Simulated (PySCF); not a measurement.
## Mayer bond orders and bond lengths

Species: C₄H₁₁NSSi.
Atom-mapped SMILES: `[CH3:1][S:2][Si@@H:3]1[CH2:4][CH2:5][CH2:6][NH:7]1` (hydrogens: H8, H9, H10 on C1; H11 on Si3; H12, H13 on C4; H14, H15 on C5; H16, H17 on C6; H18 on N7)

Structure used (GFN2-xTB), in Å, numbered top down from 1:
```xyz
18
C4H11NSSi angstrom
C      3.281    0.340   -0.636
S      1.928   -0.581   -1.427
Si     0.265    0.385   -0.467
C     -0.281   -0.238    1.239
C     -1.795   -0.086    1.126
C     -2.217   -0.525   -0.273
N     -1.222   -0.019   -1.195
H      4.205   -0.002   -1.089
H      3.148    1.402   -0.816
H      3.291    0.133    0.429
H      0.545    1.827   -0.500
H     -0.018   -1.286    1.384
H      0.101    0.319    2.091
H     -2.326   -0.660    1.887
H     -2.051    0.968    1.251
H     -3.203   -0.122   -0.526
H     -2.275   -1.620   -0.325
H     -1.384   -0.228   -2.164
```

Bond orders from the PBE0/pcSseg-1 density (PySCF). Geometry: GFN2-xTB, one conformer, isolated molecule.

**Question.** How far do the computed orders between heavy atoms stray from the drawn ones?

**Answer.** The largest departure is 0.108, at Si3–C4 (drawn single, 0.892).

**Question.** Give the Mayer order of every bond between heavy atoms, beside its length.

**Answer.** 
| bond | drawn as | length (Å) | Mayer order |
| --- | --- | --- | --- |
| C1–S2 | single | 1.818 | 0.993 |
| S2–Si3 | single | 2.149 | 0.961 |
| Si3–C4 | single | 1.896 | 0.892 |
| C4–C5 | single | 1.526 | 1.029 |
| C5–C6 | single | 1.526 | 1.032 |
| C6–N7 | single | 1.447 | 0.960 |
| N7–Si3 | single | 1.704 | 1.041 |

**Question.** And the bonds to hydrogen?

**Answer.** C–H: 0.94 to 0.96 (9 bonds); H–Si: 0.89 (1 bond); H–N: 0.93 (1 bond).

**Question.** Sum the orders of all bonds at each heavy atom with more than one neighbour and set the sums beside the valence in the SMILES.

**Answer.** C1 3.852 (drawn 4), S2 1.954 (drawn 2), Si3 3.782 (drawn 4), C4 3.817 (drawn 4), C5 3.963 (drawn 4), C6 3.892 (drawn 4), N7 2.931 (drawn 3). Orders between atoms that aren't bonded are not in these sums.

For a closed shell the Mayer order of atoms A and B is Σ (PS)μν (PS)νμ over the basis functions μ on A and ν on B, with P the density and S the overlap matrix.
